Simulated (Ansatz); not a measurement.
Start from `CO[SiH](Cl)I` and change one atom or group to get `CO[SiH2]Cl`.

Ansatz, PBE0-D4/def2-TZVP geometries, multiplicity 1. Each molecule was computed in one conformer, which needn't be the lowest.

Elements past krypton have def2 core potentials.  Spin–orbit coupling is left out; it splits and shifts lone-pair levels of the heavy atoms by tenths of an eV.

```csv
property,`CO[SiH](Cl)I`
HOMO–LUMO gap (PBE/def2-TZVPP) / eV,5.30
HOMO energy (PBE0/def2-TZVPP) / eV,-7.88
zero-point energy (PBE0-D4/def2-TZVP) / kJ/mol,142.4
LUMO energy (PBE/def2-TZVPP) / eV,-1.42
size of the dipole moment (ωB97M-V/def2-TZVPP) / D,2.04
HOMO energy (B3LYP/def2-TZVPP) / eV,-7.61
```

Task: What does the change do to each property? (Estimate.)

Result: Computed: 
```json
{"property": "HOMO–LUMO gap (PBE/def2-TZVPP) / eV", "`CO[SiH2]Cl`": "6.74", "shift": "1.44"}
{"property": "HOMO energy (PBE0/def2-TZVPP) / eV", "`CO[SiH2]Cl`": "-8.66", "shift": "-0.78"}
{"property": "zero-point energy (PBE0-D4/def2-TZVP) / kJ/mol", "`CO[SiH2]Cl`": "161.7", "shift": "19.3"}
{"property": "LUMO energy (PBE/def2-TZVPP) / eV", "`CO[SiH2]Cl`": "-0.40", "shift": "1.02"}
{"property": "size of the dipole moment (ωB97M-V/def2-TZVPP) / D", "`CO[SiH2]Cl`": "1.52", "shift": "-0.52"}
{"property": "HOMO energy (B3LYP/def2-TZVPP) / eV", "`CO[SiH2]Cl`": "-8.43", "shift": "-0.82"}
```

With PBE0 the HOMO falls by 0.78 eV and the LUMO rises by 1.04 eV, so the gap widens by about 1.82 eV. PBE moves the HOMO by -0.41 eV and ωB97M-V by -0.97 eV. Dipoles are sizes alone; their direction can turn.

B3LYP here is the variant with VWN-RPA as its local correlation; programs differ in this.
